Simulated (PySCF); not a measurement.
Ligand exchange on a metal centre used in film growth or etching (Hf Br-H). Gas-phase values, no solvent.

Level of theory: B3LYP-D3(BJ)/def2-TZVP // TPSS-D3(BJ)/def2-SVP run with PySCF. B3LYP has the VWN-RPA correlation part, as in Gaussian. 

```json
[
 {"species": "0 of 4 Br replaced by H ([Hf(Br)4])", "charge on the central atom (Mulliken) (e)": "…", "mean distance from the central atom to its bonded neighbours (Å)": "2.486", "HOMO (eV)": "-8.63"},
 {"species": "1 of 4 Br replaced by H ([Hf(Br)3(H)])", "charge on the central atom (Mulliken) (e)": "1.04", "mean distance from the central atom to its bonded neighbours (Å)": "2.323", "HOMO (eV)": "…"},
 {"species": "2 of 4 Br replaced by H ([Hf(Br)2(H)2])", "charge on the central atom (Mulliken) (e)": "0.96", "mean distance from the central atom to its bonded neighbours (Å)": "2.165", "HOMO (eV)": "-8.57"},
 {"species": "3 of 4 Br replaced by H ([Hf(Br)(H)3])", "charge on the central atom (Mulliken) (e)": "…", "mean distance from the central atom to its bonded neighbours (Å)": "2.007", "HOMO (eV)": "-8.42"}
]
```

Task: Some entries are withheld; supply them.

Result: 
- 0 of 4 Br replaced by H ([Hf(Br)4]), charge on the central atom (Mulliken) (e): 1.15
- 1 of 4 Br replaced by H ([Hf(Br)3(H)]), HOMO (eV): -8.66
- 3 of 4 Br replaced by H ([Hf(Br)(H)3]), charge on the central atom (Mulliken) (e): 0.88
